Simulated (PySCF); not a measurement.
Electron correlation in Kr²⁷⁺ (krypton, charge +27)

Starting occupation: [He] 2s2 2p5, 2p1/2 with m_j = -1/2, +1/2, 2p3/2 with m_j = -1/2, +1/2, +3/2. Computed with PySCF 2.14 in an even-tempered Gaussian basis (17 s from 9 bohr⁻², ratio 2.4; 12 p from 12 bohr⁻², ratio 2.4; 5 d from 47 bohr⁻², ratio 2.6; 4 f from 70 bohr⁻², ratio 2.6), with X2C-1e with screened-nucleus spin-orbit coupling, Gaussian nucleus. Frozen: nothing; 9 electrons correlated; the 32 highest virtual spinors left out.

MP2 pair energies summed by pair of shells (mhartree):

| pair | energy | share (%) |
| --- | --- | --- |
| 2p1/2-2p3/2 | -75.48 | 23.0 |
| 2p3/2-2s1/2 | -52.24 | 15.9 |
| 2p3/2-2p3/2 | -48.06 | 14.6 |
| 1s1/2-1s1/2 | -40.67 | 12.4 |
| 2p1/2-2s1/2 | -30.66 | 9.3 |
| 2p1/2-2p1/2 | -22.14 | 6.7 |
| 1s1/2-2p3/2 | -21.91 | 6.7 |
| 1s1/2-2p1/2 | -15.31 | 4.7 |
| 2s1/2-2s1/2 | -12.19 | 3.7 |
| 1s1/2-2s1/2 | -9.89 | 3.0 |

Total MP2 correlation energy: -328.54 mhartree.

At this charge the one-electron X2C treatment keeps the bare 1/r₁₂, with no two-electron picture change or Breit term. That inflates the 1s pair energies well beyond their four-component values.
